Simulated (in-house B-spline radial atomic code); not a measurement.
Radial electron density of Mo VII (Mo6+), [Ar] 3d10 4s2 4p5 4d1. All numbers are computed (scalar-relativistic (X2C) CAM-B3LYP, spin-polarised, spherical fractional occupations, exact exchange averaged over the configuration; Fermi nucleus of rms radius 4.4091 fm) with a B-spline radial code for spherical atoms, not measured.

One-electron X2C: radii and densities carry no picture-change correction, so inner-shell <1/r> comes out high (for 1s by about 2 % at Z = 33, 5 % at 54, 10 % at 75, 30 % at 118) and <r> low.

Columns: r (bohr), 4πr²n(r) (electrons per bohr), bar.

```
 0.00127    1.714 #
 0.00154    2.356 ##
 0.00188    3.261 ##
 0.00229    4.473 ###
 0.00278    6.063 ####
 0.00339    8.207 ######
 0.00412    10.94 #######
 0.00501    14.43 ##########
  0.0061    18.77 #############
 0.00742    23.95 ################
 0.00903    29.89 ####################
   0.011    36.34 #########################
  0.0134    42.73 #############################
  0.0163    48.26 #################################
  0.0198    52.05 ###################################
  0.0241    53.39 ####################################
  0.0293    52.02 ###################################
  0.0356    48.75 #################################
  0.0433    45.51 ###############################
  0.0527    44.91 ##############################
  0.0642    48.84 #################################
  0.0781    56.47 ######################################
   0.095    63.74 ###########################################
   0.116    65.23 ############################################
   0.141    58.53 #######################################
   0.171    47.84 ################################
   0.208    40.96 ############################
   0.253    42.76 #############################
   0.308    48.69 #################################
   0.375    48.73 #################################
   0.456    38.65 ##########################
   0.555    24.16 ################
   0.675    14.06 #########
   0.821    10.73 #######
   0.999    10.07 #######
    1.22    7.988 #####
    1.48    4.661 ###
     1.8    1.893 #
    2.19   0.5277 
    2.66   0.1012 
    3.24  0.01225 
    3.94 0.0009048 
     4.8 3.427e-05
```

On this grid the curve has 3 maxima, near 0.0241, 0.116, 0.375 bohr.

The 4p up radial function P(r) = rR(r), positive near the nucleus:

| r (bohr) | P |
| --- | --- |
| 0.00154 | 0.00127 |
| 0.00229 | 0.002529 |
| 0.00339 | 0.005029 |
| 0.00501 | 0.009982 |
| 0.00742 | 0.01975 |
| 0.011 | 0.03851 |
| 0.0163 | 0.07281 |
| 0.0241 | 0.1306 |
| 0.0356 | 0.2164 |
| 0.0527 | 0.3166 |
| 0.0781 | 0.3714 |
| 0.116 | 0.2656 |
| 0.171 | -0.07267 |
| 0.253 | -0.4853 |
| 0.375 | -0.5039 |
| 0.555 | 0.1366 |
| 0.821 | 0.9132 |
| 1.22 | 1.004 |
| 1.8 | 0.4807 |
| 2.66 | 0.09139 |
| 3.94 | 0.004766 |
